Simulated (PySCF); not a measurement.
Job file and geometry (Å, from GFN2-xTB) of an NMR shielding run on `B(OC(=C)F)/C=C\C`, C₅H₈BFO, PySCF 2.14.0, density-fitted response routines, GIAO PBE0/pcSseg-1 NMR shielding, non-relativistic, gas phase; density fitting, a coarse starting grid and PySCF grid level 2 are the driver's defaults:

```
$ OMP_NUM_THREADS=1 python probes_run.py task.json out

{"job": {"kind": "nmr", "xc": "PBE0", "basis": "pcSseg-1"}, "charge": 0, "multiplicity": 1}
C      3.763979     0.348007    -0.564449
C      2.612358    -0.009443    -0.019387
F      2.606900    -0.902078     1.002063
O      1.423211     0.432085    -0.387696
B      0.203124     0.100640     0.113962
C     -0.981516     0.821307    -0.578379
C     -2.287969     0.700639    -0.322324
C     -2.918365    -0.169047     0.707875
H      3.784224     1.052755    -1.371811
H      4.687836    -0.060318    -0.204783
H      0.100381    -0.670284     0.996537
H     -0.711209     1.508279    -1.373646
H     -3.001485     1.277998    -0.902649
H     -3.506365     0.439885     1.394553
H     -2.178640    -0.726485     1.270637
H     -3.604063    -0.867510     0.228085
```

Question: What does the program print?

Answer: 
```
coarse grid: 13648 points
cycle   1  E = -394.5945059566  dE =  1.102e+00  |g| = 7.590e-01  |ddm| = 3.510e+00
cycle   2  E = -394.5104875669  dE =  8.402e-02  |g| = 1.023e+00  |ddm| = 1.041e+00
cycle   3  E = -394.7062783750  dE = -1.958e-01  |g| = 9.201e-02  |ddm| = 6.211e-01
cycle   4  E = -394.7080389005  dE = -1.761e-03  |g| = 4.182e-02  |ddm| = 1.025e-01
cycle   5  E = -394.7084109407  dE = -3.720e-04  |g| = 1.272e-02  |ddm| = 3.513e-02
cycle   6  E = -394.7084448228  dE = -3.388e-05  |g| = 3.622e-03  |ddm| = 1.125e-02
cycle   7  E = -394.7084477333  dE = -2.911e-06  |g| = 1.014e-03  |ddm| = 3.125e-03
final grid: 133040 points
cycle   8  E = -394.7713441452  dE = -4.293e-05  |g| = 9.404e-03  |ddm| = 2.556e-02
cycle   9  E = -394.7713334948  dE =  1.065e-05  |g| = 1.233e-02  |ddm| = 1.380e-02
cycle  10  E = -394.7713631688  dE = -2.967e-05  |g| = 1.477e-03  |ddm| = 7.597e-03
cycle  11  E = -394.7713636160  dE = -4.471e-07  |g| = 3.439e-04  |ddm| = 1.336e-03
cycle  12  E = -394.7713636360  dE = -2.001e-08  |g| = 1.433e-04  |ddm| = 2.920e-04
cycle  13  E = -394.7713636400  dE = -4.060e-09  |g| = 3.490e-05  |ddm| = 1.132e-04
cycle  14  E = -394.7713636403  dE = -3.116e-10  |g| = 1.083e-05  |ddm| = 3.797e-05
converged SCF energy = -394.7713636403

GIAO shielding tensors (ppm)
atom      isotropic    diamagn.    paramagn.     s11        s22        s33       span
  0 C      112.274     253.391    -141.118     43.638    129.867    163.316    119.678
  1 C       16.768     247.855    -231.087    -87.492     56.663     81.134    168.626
  2 F      254.671     476.106    -221.435    167.105    279.185    317.724    150.619
  3 O       97.316     397.025    -299.709    -35.243     68.064    259.127    294.370
  4 B       63.762     196.047    -132.284     19.936     62.175    109.176     89.241
  5 C       49.202     260.481    -211.278    -60.526     46.452    161.681    222.207
  6 C       17.825     255.134    -237.309   -114.329     10.011    157.792    272.121
  7 C      165.128     250.036     -84.908    145.112    166.953    183.319     38.206
  8 H       27.651      30.162      -2.512     25.153     26.623     31.176      6.023
  9 H       27.589      27.086       0.503     25.096     26.406     31.263      6.167
 10 H       25.896      33.447      -7.551     23.333     24.163     30.193      6.860
 11 H       25.550      33.377      -7.827     22.845     24.325     29.480      6.635
 12 H       24.376      30.321      -5.945     22.124     22.867     28.139      6.015
 13 H       29.785      27.916       1.869     26.532     27.408     35.415      8.883
 14 H       28.870      32.232      -3.362     24.589     28.929     33.093      8.504
 15 H       29.783      28.332       1.452     26.538     27.401     35.411      8.873
```

Size and cost of the density-fitted run: 176 basis functions, 85 s wall time (62 s CPU) on 1 thread of an Intel Xeon, shared host; peak memory 0.78 GiB.
